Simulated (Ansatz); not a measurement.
Reaction (redistribution): `CB(Cl)OC(C)=O` + `C#[C][InH2]` → `CBOC(C)=O` + `C#[C][InH][Cl]`

Gas-phase electronic energies from Ansatz, PBE0-D4/def2-TZVP geometries. CCSD(T)/CBS adds triple-zeta CCSD(T) − MP2 to the extrapolated MP2 energy (def2 sets, frozen cores). Functionals use def2-TZVPP. Elements past krypton have def2 core potentials. For In outer-core shells are correlated without core-valence functions, which leaves a few kJ/mol of doubt a bond. One conformer a species, not always the lowest.

```tsv
level	ΔE (kJ/mol)	difference from CCSD(T)/CBS
PBE-D4	-27.2	12.2
r2SCAN-D4	-30.3	9.1
PBE0-D4	-30.1	9.3
ωB97X-V	-33.3	6.1
ωB97M-V	-30.5	8.9
PBE	-30.8	8.6
r2SCAN	-31.3	8.1
PBE0	-33.2	6.2
HF/def2-TZVPP	-52.4	-13.0
MP2/def2-TZVPP	-33.6	5.8
CCSD/def2-TZVPP	-35.1	4.3
HF/def2-QZVPP	-53.5	-14.1
MP2/def2-QZVPP	-38.0	1.4
SCS-MP2/def2-QZVPP	-41.5	-2.1
MP2/CBS(def2)	-40.5	-1.1
CCSD/CBS(def2)	-42.0	-2.6
CCSD(T)/CBS	-39.4	0
```

Largest T1 diagnostic among the species: 0.015.

In def2-TZVPP, CCSD(T) changes the Hartree–Fock value by +19.9 kJ/mol (the triples alone add +2.6 kJ/mol) and MP2 by +18.8 kJ/mol. The D4 term adds +5.7 kJ/mol with B3LYP and +3.1 kJ/mol with PBE0; it sums over pairs of atoms, weighted by their polarisabilities, and B3LYP, whose exchange is more repulsive, gets the larger term.

B3LYP here is the variant with VWN-RPA as its local correlation; programs differ in this.
